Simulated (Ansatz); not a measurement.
| atom | x (Å) | y (Å) | z (Å) |
| --- | --- | --- | --- |
| C | 0.0000 | 0.0000 | 0.0000 |
| H | 0.0000 | 1.5000 | 0.0000 |
| H | 0.0000 | -1.5000 | 0.0000 |

Basis set: pcseg-2 (spherical functions). Charge 0, multiplicity 3.

Computed with Ansatz (development build ahead of 0.2.0); each method stands on the lowest determinant of its kind that the runs found. Restricted functionals stand beside restricted open-shell atoms, which can lie above the unrestricted atoms usual in DFT and then raise those values.

Task: Give the atomization energy at this shape (free ground-state atoms in the same class of orbitals less the molecule, no zero-point energy) of triplet CH2 by PBE (restricted open-shell), PBE0 (restricted open-shell).

Result:

| method | atomization energy |
| --- | --- |
| PBE (restricted open-shell) | 4.98 eV |
| PBE0 (restricted open-shell) | 4.62 eV |

Caution: other spin multiplicities may lie lower; stretched shape with no unrestricted run beside it, a lower state can exist; the shape is not the minimum.
